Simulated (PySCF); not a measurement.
H2O4S. Atoms are numbered in the order given.

```xyz
7

O     -0.6807     1.0758     0.8705
S      0.0000     0.0000    -0.1717
O      1.1239     0.6452    -0.8417
O     -1.1239    -0.6452    -0.8417
O      0.6807    -1.0758     0.8705
H      0.0338     1.6919     1.1433
H     -0.0338    -1.6919     1.1433
```

Geometry optimised at PBE-D3(BJ)/def2-SVP. Other conformers were not sampled.

Computed with PBE-D3(BJ)/def2-SVP (PySCF).

Frequencies are harmonic and unscaled.

| mode | ν (cm⁻¹) | IR (km/mol) | moving atoms (share of kinetic energy) |
|---|---|---|---|
| 1 | 229 | 80.4 | H 69 %, O 30 % |
| 2 | 306 | 52.2 | H 88 %, O 11 % |
| 3 | 336 | 6.2 | O 97 % |
| 4 | 404 | 24.0 | O 66 %, H 34 % |
| 5 | 445 | 52.1 | O 65 %, S 18 %, H 17 % |
| 6 | 486 | 41.7 | O 81 %, S 17 % |
| 7 | 493 | 18.0 | O 83 %, S 16 % |
| 8 | 749 | 108.6 | O 79 %, S 20 % |
| 9 | 812 | 323.6 | S 50 %, O 49 % |
| 10 | 1089 | 63.5 | H 90 %, O 10 % |
| 11 | 1103 | 82.5 | H 77 %, O 22 % |
| 12 | 1154 | 158.8 | O 72 %, S 28 % |
| 13 | 1405 | 228.6 | S 48 %, O 45 % |
| 14 | 3644 | 166.5 | H 94 % |
| 15 | 3648 | 42.5 | H 94 % |
